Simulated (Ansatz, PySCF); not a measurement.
Dimer: HF (SMILES F) (first 2 atoms) with CH2F2 (SMILES FCF); geometry from B3LYP-D3(BJ)/def2-TZVP, rigid monomers moved along the line of their centres of mass till H2···F3 is 2.10 Å.
(charge 0, multiplicity 1):
```json
[
 {"atom": "F", "x (Å)": "-0.1266", "y (Å)": "0.0956", "z (Å)": "-0.0637"},
 {"atom": "H", "x (Å)": "0.1928", "y (Å)": "0.6239", "z (Å)": "0.6339"},
 {"atom": "F", "x (Å)": "0.7775", "y (Å)": "0.9057", "z (Å)": "2.6333"},
 {"atom": "C", "x (Å)": "0.4104", "y (Å)": "-0.1735", "z (Å)": "3.4175"},
 {"atom": "F", "x (Å)": "-0.6921", "y (Å)": "0.1770", "z (Å)": "4.1175"},
 {"atom": "H", "x (Å)": "1.2306", "y (Å)": "-0.3721", "z (Å)": "4.1065"},
 {"atom": "H", "x (Å)": "0.1723", "y (Å)": "-1.0041", "z (Å)": "2.7538"}
]
```

Quantity: the interaction energy.

Monomers are frozen at their geometry in the pair; levels with a basis set take the counterpoise correction.

Frozen-core correlation. CBS: X⁻³ extrapolation of the correlation energy, Hartree–Fock from the larger set.

The values were computed with Ansatz (a program for electronic structure); PySCF for the dispersion terms. Values without a source in brackets are computed.

Costs are ratios of core time to PBE/def2-TZVPPD (roughly 2.5 s), for whole runs (searches for the state included, and forces where a run took them) on one shared machine, so rough; each difference counts from -15.8 kJ/mol (MP2/CBS(aug-cc-pVDZ, aug-cc-pVTZ) + ΔCCSD(T)/aug-cc-pVDZ, a level with limits of its own).

| level | basis functions | cost |
|---|---|---|
| PBE/def2-TZVPPD | 208 | ×1 |
| PBE-D3(BJ)/def2-TZVPPD | 208 | ×1 |
| PBE0/def2-TZVPPD | 208 | ×2 |
| PBE0-D3(BJ)/def2-TZVPPD | 208 | ×2 |
| B3LYP/def2-TZVPPD | 208 | ×2 |
| B3LYP-D3(BJ)/def2-TZVPPD | 208 | ×2 |
| r2SCAN/def2-TZVPPD | 208 | ×2 |
| r2SCAN-D3(BJ)/def2-TZVPPD | 208 | ×2 |
| wB97X-V/def2-TZVPPD | 208 | ×3 |
| wB97M-V/def2-TZVPPD | 208 | ×3 |
| MP2/aug-cc-pVTZ | 253 | ×4 |
| CCSD(T)/aug-cc-pVDZ | 119 | ×8 |

Each difference (kJ/mol): PBE/def2-TZVPPD 1.3; PBE-D3(BJ)/def2-TZVPPD -0.5; PBE0/def2-TZVPPD 1.2; PBE0-D3(BJ)/def2-TZVPPD -0.3; B3LYP/def2-TZVPPD 2.2; B3LYP-D3(BJ)/def2-TZVPPD -0.5; r2SCAN/def2-TZVPPD -0.4; r2SCAN-D3(BJ)/def2-TZVPPD -1.1; wB97X-V/def2-TZVPPD -0.4; wB97M-V/def2-TZVPPD -0.1; MP2/aug-cc-pVTZ 0.7; CCSD(T)/aug-cc-pVDZ 1.0.
